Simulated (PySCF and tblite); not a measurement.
The numbers below are computed, except where a source is named.
System: C₆H₁₃N, numbered as in [CH3:1][CH:2]([CH3:3])[N:4]1[CH2:5][CH2:6][CH2:7]1.

Geometries: GFN2-xTB; energies: PBE0/pcSseg-1 + D3(BJ); zero-point and thermal terms from GFN2-xTB harmonic modes (soft modes blended into free rotors). Rate constants are transition-state-theory values, counting equivalent paths, without tunnelling. Run with tblite and PySCF.

Estimate the barrier and the room-temperature rate of the rotation about the C2–N4 bond (torsion C1–C2–N4–C5 from -65° to 52°, rising).

The electronic barrier is 5.3 kcal/mol and ΔG‡(298 K) 5.8 kcal/mol, over a C1 saddle with an imaginary mode of 73i cm⁻¹ (GFN2-xTB). With 2 equivalent paths, k is 7.5×10⁸ s⁻¹, a mean lifetime of the start of 1.3 ns against this motion. The end lies 2.3 kcal/mol above the start in free energy.
